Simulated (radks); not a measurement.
All-electron atom: Kr10+ in [Ar] 3d8.

Method: scalar-relativistic Kohn-Sham, LDA (Slater exchange, VWN5 correlation), spin-polarised, spherical densities, finite nucleus; open shells are filled with parallel spins first; Fermi nuclear charge, rms radius 4.1884 fm; computed with a radial shooting solver on a logarithmic mesh with Libxc functionals.

Energy parts (eV):
part                       energy
total                  -74823.037
kinetic                 76538.020
electron-nucleus      -174732.029
Hartree                 25710.684
exchange-correlation    -2339.711

Orbitals (lengths in bohr, moments of r in powers of bohr; <r^-3> diverges for s and p1/2):
| orbital | occ. | eigenvalue (eV) | <r^-3> | <r^2> |
|---|---|---|---|---|
| 1s up | 1 | -14364.63 | - | 0.002324 |
| 1s down | 1 | -14364.58 | - | 0.002324 |
| 2s up | 1 | -2090.263 | - | 0.03977 |
| 2s down | 1 | -2087.645 | - | 0.03972 |
| 2p up | 3 | -1876.371 | 1494 | 0.03137 |
| 2p down | 3 | -1874.354 | 1497 | 0.03131 |
| 3s up | 1 | -475.5025 | - | 0.3066 |
| 3s down | 1 | -471.9521 | - | 0.3078 |
| 3p up | 3 | -406.7851 | 240.0 | 0.3158 |
| 3p down | 3 | -403.2515 | 238.3 | 0.3175 |
| 3d up | 5 | -293.6370 | 30.87 | 0.3109 |
| 3d down | 3 | -289.8390 | 30.64 | 0.3144 |

The highest occupied level is 3d down at -289.84 eV. For comparison, the ionisation energy in NIST's Atomic Spectra Database is 308 eV (theoretical). In exact Kohn-Sham theory the highest level is minus the ionisation energy, but local and semilocal functionals leave it too shallow, through self-interaction and a potential that decays too fast; potentials with the right tail come closer.
